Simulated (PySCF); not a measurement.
**C3H11FSi2**

C3H11FSi2 is a small molecule, neutral, singlet. The structure, one conformer, was relaxed in the gas phase by PBE0-D3(BJ)/def2-SVP. No frequency run checks that it is a minimum.

SMILES: CC(F)([SiH3])C[SiH3]

```
atom   x (Å)   y (Å)   z (Å)
  C1   0.130  -0.358   0.393
 Si2  -1.018  -1.445   1.476
  C3   1.055   0.511   1.224
  C4  -0.655   0.442  -0.643
 Si5   0.337   0.851  -2.211
  F6   0.941  -1.281  -0.307
  H7  -1.791  -2.360   0.587
  H8  -1.967  -0.567   2.229
  H9  -0.206  -2.239   2.445
 H10   1.687  -0.111   1.874
 H11   1.715   1.110   0.577
 H12   0.476   1.199   1.858
 H13  -1.018   1.381  -0.193
 H14  -1.552  -0.105  -0.983
 H15   1.670   1.438  -1.882
 H16  -0.439   1.865  -2.991
 H17   0.524  -0.356  -3.066
```

Shieldings: GIAO PBE0/pcSseg-1. Shifts are against computed references at the same level: C TMS (σ 184.4 ppm), H TMS (σ 31.27 ppm), Si TMS (σ 352.0 ppm). Core levels by delta-SCF with SCAN, pcX-2 on the ionised atom and pcseg-1 elsewhere, spin-free X2C (2p3/2 is the spin-free 2p value less a third of a first-order spin-orbit splitting); from the vacuum level, for chosen atoms.

Task: Give the shieldings and core levels atom by atom.

Result: 
```
      atoms         bonded to  σ (ppm)  δ (ppm)  core level (eV)
         C1  2 C + 1 F + 1 Si     94.5     89.9        1s 292.42
        Si2         1 C + 3 H    405.2    -53.2     2p3/2 106.72
         C3         1 C + 3 H    158.7     25.7        1s 290.89
         C4  1 C + 1 Si + 2 H    162.7     21.7        1s 290.46
        Si5         1 C + 3 H    428.2    -76.2                -
         F6               1 C    366.6        -        1s 691.74
   H7 H8 H9              1 Si    27.30     3.97                -
H10 H11 H12               1 C    29.76     1.50                -
        H13               1 C    30.42     0.85                -
        H14               1 C    29.60     1.67                -
H15 H16 H17              1 Si    27.32     3.95                -
```

Values are those of this one static structure, with the three H of a rotating XH3 group averaged; atoms that internal rotation interchanges would show their mean in an NMR spectrum.

Task: Which of C1, C3, C4 holds its core electrons tightest, and by how much against the loosest?

Result: C1 (bonded to 2 C + 1 F + 1 Si), by 1.96 eV over C4 (bonded to 1 C + 1 Si + 2 H).

Task: By CAM-B3LYP/def2-SVPD (TDDFT singlets, Tamm-Dancoff triplets, ionisation by delta-SCF), where does absorption start, and what does vertical ionisation take?

Result: The lowest singlet lies at 7.38 eV (f 0.008), the strongest of the first 6 at 8.24 eV (f 0.212), the lowest triplet at 6.99 eV; vertical ionisation takes 9.98 eV.

The 3 runs behind this took 3.6 min in all, one thread each of Arm Neoverse V1 on a shared host, launched as `OMP_NUM_THREADS=1 python cluster_run.py task.json out`.
